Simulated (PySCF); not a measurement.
Two structures of SiHCl2F, singlet, reached by relaxing down either side of one saddle point (PBE0-D4/def2-TZVP). Energies are electronic, without zero-point energy. Program: PySCF 2.14 with density fitting (its default auxiliary sets; JK sets also for MP2 and CCSD(T)). Basis: def2-TZVPP and def2-QZVPP. Cores are frozen in the correlated methods. Extrapolation: Hartree–Fock as exp(−7.88 √X), correlation as X^−2.97. First:

```xyz
5
angstrom
Si 1.0269 0.4036 0.8771
F 1.2505 0.4675 -0.7217
H -0.7712 -1.1787 -1.2120
Cl -0.4053 1.9096 1.0970
Cl -1.0705 -1.6425 -0.0543
```

Second:

```xyz
5
angstrom
Si 0.7487 0.2933 0.9643
F 0.5443 -0.1126 -1.4814
H -0.1086 -0.7626 -1.3473
Cl -0.5732 1.8958 0.8521
Cl -0.6323 -1.3291 0.9732
```

(1) Which bonds change from the first to the second?

(2) Give the saddle point's structure and its height above each. (To be estimated.)

The search had been set up for a 1,1-elimination (forming F2–H3, breaking Si1–F2, Si1–H3); from that guess it ended on this step instead.

No T1 diagnostic of these runs exceeds 0.013.

Answers

(1) SiClF + HCl → SiCl₂ + HF; bonds formed: Si1–Cl5, F2–H3; bonds broken: Si1–F2, H3–Cl5.

(2) The calculation gives: 19.06 kcal/mol above the first and 10.28 kcal/mol above the second (CCSD(T) at an estimated basis limit (MP2 extrapolated from triple and quadruple zeta, plus CCSD(T) − MP2 in triple zeta)).
```
5
angstrom
Si 0.8716 0.1460 0.7000
F 0.6044 0.0137 -1.1386
H -0.2718 -0.7012 -0.8500
Cl -0.2272 1.8959 0.9360
Cl -0.9768 -1.3545 0.3527
```

For scale, one of the runs: CCSD(T)/def2-TZVPP, 171 basis functions, launched by `OMP_NUM_THREADS=4 python run.py`. Time: 3.3 min of wall clock on 4 CPU threads of an Arm Neoverse V1; the host was shared. Peak host memory: 1.6 GiB.
